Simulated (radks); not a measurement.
Se, configuration [Ar] 3d10 4s2 4p4 (the NIST ground configuration).

Calculated with a radial shooting solver on a logarithmic mesh with Libxc functionals: scalar-relativistic Kohn-Sham, LDA (Slater exchange, Perdew-Wang correlation), spin-polarised, spherical densities, point nucleus; open shells are filled with parallel spins first; hard spherical wall at 20 bohr.

Energy parts (eV):
total: -66036.936
kinetic: 67362.166
electron-nucleus: -159293.168
Hartree: 28196.369
exchange-correlation: -2302.303

Orbitals (lengths in bohr, moments of r in powers of bohr):
orbital  occ.  eigenvalue (eV)    <1/r>
1s up       1        -12483.59    34.51
1s down     1        -12483.48    34.51
2s up       1        -1604.612    7.620
2s down     1        -1604.546    7.619
2p up       3        -1412.838    7.470
2p down     3        -1412.741    7.470
3s up       1        -212.6162    2.485
3s down     1        -212.4758    2.486
3p up       3        -152.6641    2.335
3p down     3        -152.5027    2.336
3d up       5         -53.3807    2.029
3d down     5         -53.1547    2.033
4s up       1         -18.0328   0.7421
4s down     1         -16.6666   0.7430
4p up       3          -7.1745   0.5806
4p down     1          -5.9009   0.5692
5s up       0          -0.5095   0.1922
5s down     0          -0.3551   0.1775
5p up       0           0.4101   0.1188
5p down     0           0.4494   0.1145
4d up       0           0.9114   0.1045
4d down     0           0.9401  0.09760

The highest occupied level is 4p down at -5.901 eV. Summed over all electrons, <r^2> = 40.69 bohr^2, which gives a Langevin (diamagnetic) susceptibility term of -32.2 x 10^-6 cm^3/mol. The pressure on the wall is 4.56e-10 GPa. The density falls to 0.001 e/bohr^3 at r = 4.27 bohr. Spin moment in Bohr magnetons: 2.
